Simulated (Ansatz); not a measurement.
`BC(B)[SiH3]` + H₂O → `BC(O)[SiH3]` + BH₃ at 400 K and 1 bar (formal hydrolysis of a C–B bond).

Computed with Ansatz on PBE0-D4/def2-TZVP structures; ΔE is electronic, products minus reactants. CCSD(T)/CBS is the MP2 limit (def2-TZVPP, def2-QZVPP) plus CCSD(T) − MP2 in def2-TZVPP, frozen cores. This one scheme is used for every species. One conformer a species, not always the lowest.

```csv
species,CCSD(T)/CBS energy (Eh),H − E (kJ/mol),S (J/(mol·K))
`BC(B)[SiH3]`,-381.50288,254.0,364.9
H₂O,-76.37941,69.8,198.6
`BC(O)[SiH3]`,-431.26840,233.9,358.4
BH₃,-26.55200,82.6,199.4
```

H − E and S are ideal-gas, rigid-rotor, harmonic terms from PBE0-D4/def2-TZVP, for one conformer and one mirror image of each species. 1 Eh = 2625.50 kJ/mol, R = 8.31446 J/(mol·K).

**Question.** By hand: ΔE, ΔH, ΔS and ΔG.

**Answer.** ΔE = (-431.26840) + (-26.55200) − (-381.50288) − (-76.37941) = 0.06189 Eh = 162.5 kJ/mol. Δ(H − E) = 233.9 + 82.6 − 254.0 − 69.8 = -7.3, so ΔH = 155.2 kJ/mol. ΔS = 358.4 + 199.4 − 364.9 − 198.6 = -5.7 J/(mol·K). ΔG = 155.2 − 400 × (-5.7)/1000 = 157.5 kJ/mol.

**Question.** By hand: the equilibrium constant, and the temperature at which ΔG would vanish if ΔH and ΔS stayed fixed.

**Answer.** log₁₀ K = −ΔG/(RT ln 10) = -20.6. ΔH and −TΔS have one sign here, so there is no such temperature. One of them is within its doubt of zero, so this could turn.

The number of gas molecules stays the same, so ΔS is small and ΔH decides. A doubt of 5 kJ/mol in ΔE shifts log₁₀ K by 0.7 here. Other conformers and mirror images would add mixing entropy, several J/(mol·K) or more a flexible species. These are equilibria of isolated gas molecules and say nothing of rates. Largest T1 diagnostic: 0.013 (customary marks: 0.02 for closed shells, 0.045 for open ones).
